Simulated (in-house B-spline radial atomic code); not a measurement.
Values are calculated unless marked as measured or tabulated.
# C6 from the polarisability at imaginary frequency: the oxygen ion O⁴⁺

PBE0 linear response of the closed shell [He] 2s2, from an all-electron radial atomic-structure program (B-spline basis); scalar-relativistic (spin-free one-electron X2C), finite nucleus, no spin-orbit coupling.

The dispersion coefficient of two like species is C6 = (3/π) ∫ α(iu)² du from 0 to ∞.

| u (hartree) | α(iu) (bohr³) |
| --- | --- |
| 0 | 1.203 |
| 0.335 | 0.9838 |
| 0.783 | 0.5642 |
| 1.34 | 0.3079 |
| 2.24 | 0.159 |
| 3.35 | 0.09226 |
| 5.03 | 0.0516 |
| 7.83 | 0.02645 |
| 11.2 | 0.01517 |
| 16.8 | 0.00804 |
| 28 | 0.00355 |
| 55.9 | 0.001086 |

Fit one oscillator, α(iu) = α(0)/(1 + u²/ω²), through u = 0.783 and estimate C6.

From α(0)/α(iu) − 1 = 1.203/0.5642 − 1 = 1.1322, ω = u/√1.1322 = 0.7359 hartree (20.0 eV). London's formula gives C6 = (3/4) α(0)² ω = 0.75 × 1.203² × 0.7359 = 0.7987 hartree·bohr⁶, and the oscillator holds f = α(0) ω² = 0.65 electrons, of a sum of oscillator strengths of 4.0.

How does that compare with the full integral?

The program's quadrature over all excitations gives C6 = 0.8264, so the single oscillator is off by -3.4 %. At the last point the fit gives α = 0.000208 against 0.00109: higher excitations, and deeper shells where there are any, keep the true curve higher at large u.
